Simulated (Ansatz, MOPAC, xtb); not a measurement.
Dimer: H2S (SMILES S) (first 3 atoms) with C2H3N (SMILES CC#N); geometry from B3LYP-D3(BJ)/def2-TZVP, rigid monomers moved along the line of their centres of mass till H2···N6 is 2.65 Å.
(charge 0, multiplicity 1):
```csv
atom,x (Å),y (Å),z (Å)
S,0.5070,-0.1819,-0.8616
H,0.3893,0.0658,0.4564
H,0.8250,1.0922,-1.1398
C,-0.2307,0.6697,5.6297
C,-0.0310,0.5842,4.1925
N,0.1264,0.5159,3.0569
H,0.6778,1.0293,6.1132
H,-1.0458,1.3580,5.8540
H,-0.4786,-0.3129,6.0317
```

Monomers are frozen at their geometry in the pair; levels with a basis set take the counterpoise correction.

The state that AM1 reach isn't checked.

Run with Ansatz (a first-principles code); MOPAC for AM1 (differences of heats of formation); xtb for the GFN methods. 

**Question.** One of these levels gives -2.84 kcal/mol for the interaction energy. Which one is it?
A) r2SCAN/def2-TZVPPD
B) GFN2-xTB
C) AM1

**Answer.** B, GFN2-xTB. The others give -1.15 (AM1), -2.17 (r2SCAN/def2-TZVPPD)
